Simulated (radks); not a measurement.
The lutetium ion Lu+, configuration [Kr] 4d10 4f14 5s1 5p6 6s2 5d1 (not the ground configuration). Method: Dirac Kohn-Sham, BLYP, spin-unpolarised, spherical densities, finite nucleus; open shells are shared between the two j in proportion to 2j + 1; Fermi nuclear charge, rms radius 5.37 fm; computed with a radial shooting solver on a logarithmic mesh with Libxc functionals. Some entries of the table are withheld. Estimate them.

orbital,occ.,eigenvalue (eV),<r^2> (bohr^2)
1s1/2,2,-63164.34,0.0005122
2s1/2,2,-10757.06,0.007861
2p1/2,2,-10270.14,0.005640
2p3/2,4,-9152.240,0.006849
3s1/2,2,-2447.395,0.05159
3p1/2,2,-2231.530,0.04752
3p3/2,4,-1993.101,0.05423
3d3/2,4,-1625.875,(1)
3d5/2,6,-1573.808,(2)
4s1/2,2,-497.5210,0.2583
4p1/2,2,(3),0.2682
4p3/2,4,(4),0.3053
4d3/2,4,(5),0.3401
4d5/2,6,(6),0.3546
5s1/2,1,-73.2885,1.513
5p1/2,2,-48.5221,1.893
5p3/2,4,-41.2621,2.215
4f5/2,6,(7),0.6442
4f7/2,8,(8),0.6722
6s1/2,2,-11.5970,11.23
5d3/2,0.4,-10.9643,5.540
5d5/2,0.6,-10.4308,5.904
6p1/2,0,-7.2637,17.30
6p3/2,0,-6.5866,19.86

Answer. 
(1) 3d3/2 <r^2> (bohr^2): 0.04235
(2) 3d5/2 <r^2> (bohr^2): 0.04420
(3) 4p1/2 eigenvalue (eV): -409.5739
(4) 4p3/2 eigenvalue (eV): -355.3357
(5) 4d3/2 eigenvalue (eV): -210.5687
(6) 4d5/2 eigenvalue (eV): -200.6699
(7) 4f5/2 eigenvalue (eV): -23.4063
(8) 4f7/2 eigenvalue (eV): -21.8645
